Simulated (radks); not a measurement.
The numbers below are computed, except where a source is named.
Q: Numerical settings for the niobium ion Nb38+, [He] 2s1. Level of theory: scalar-relativistic Kohn-Sham, PBEsol, spin-polarised, spherical densities, finite nucleus; open shells are filled with parallel spins first (spin-orbit coupling, left out, can overturn this in heavy ions); Fermi nuclear charge, rms radius 4.324 fm (a radial shooting solver on a logarithmic mesh with Libxc functionals). The defaults (mesh step 0.008 in ln r, mesh end at 40 bohr or more with all orbitals vanishing there, Anderson mixing 0.5 over 9 steps, residual threshold near 1e-9 with the energy settled to 1e-9 hartree or 1e-11 of itself, here a cap of 88 iterations) give E = -1891.9809 hartree and 2s at -5366.5 eV in 13 iterations. Run on one thread of a shared host, so times are rough (Arm Neoverse V1): 0.05 s of CPU time, 0.05 s wall, 13 iterations on 2189 mesh points. One setting is changed at a time: mesh step in ln r 0.2; mesh step in ln r 0.003; mesh step in ln r 0.05; mesh end (bohr) 20; mesh end (bohr) 1; residual threshold 1e-13; residual threshold 1e-16; mixing 2.5; linear mixing, mixing 1; linear mixing, mixing 0.5; mixing history 20; iteration cap 2. Which runs fail to converge, and which converge to a wrong energy?

A: Not converged within the cap: mesh step in ln r 0.2; residual threshold 1e-13; residual threshold 1e-16; linear mixing, mixing 1; iteration cap 2. No run marked as converged misses the energy by more than 1 mhartree.
